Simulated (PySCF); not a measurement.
ZnBr, SMILES [Zn+][Br], charge +1.

The structure is a stationary point at PBE0-D3(BJ)/def2-TZVP. The multiplicity is an assumed one; other spin states were not compared.

All values below come from TDDFT-PBE/def2-TZVPD (PySCF 2.14.0).

Vertical excitations; the highest root listed may be one member of a degenerate set. The molecule is in vacuum. State labels are in the subgroup C2v.

| state | symmetry | energy (eV) | λ (nm) | f | main pairs |
|---|---|---|---|---|---|
| S1 | B2 | 1.63 | 762 | 0.002 | HOMO→LUMO (degenerate set) |
| S2 | B1 | 1.63 | 762 | 0.002 | HOMO−1→LUMO (degenerate set) |
| S3 | A1 | 4.88 | 254 | 0.119 | HOMO−2→LUMO 80 % |
| S4 | A2 | 5.88 | 211 | 0.000 | HOMO→LUMO+1 50 %, HOMO−1→LUMO+2 50 % |
| S5 | A1 | 5.94 | 209 | 0.000 | HOMO→LUMO+2, HOMO−1→LUMO+1 (degenerate set) |
| S6 | A2 | 5.94 | 209 | 0.000 | HOMO−1→LUMO+2, HOMO→LUMO+1 (degenerate set) |
| S7 | A1 | 7.18 | 173 | 0.509 | HOMO−1→LUMO+1 36 %, HOMO→LUMO+2 36 %, HOMO−2→LUMO 17 %, HOMO−7→LUMO 7 % |
| S8 | A1 | 8.41 | 147 | 0.000 | HOMO−3→LUMO (degenerate set) |
| S9 | A2 | 8.41 | 147 | 0.000 | HOMO−4→LUMO (degenerate set) |
| S10 | B2 | 8.44 | 147 | 0.004 | HOMO→LUMO+3 68 %, HOMO−6→LUMO 17 %, HOMO−2→LUMO+2 15 % |
| T1 | B2 | 1.26 | 981 | 0 | HOMO→LUMO (degenerate set) |
| T2 | B1 | 1.26 | 981 | 0 | HOMO−1→LUMO (degenerate set) |
| T3 | A1 | 3.31 | 374 | 0 | HOMO−2→LUMO 99 % |
| T4 | A1 | 5.58 | 222 | 0 | HOMO→LUMO+2 50 %, HOMO−1→LUMO+1 50 % |
Triplets are in the Tamm–Dancoff approximation, which puts them higher than full response would, so one can lie above its singlet here.
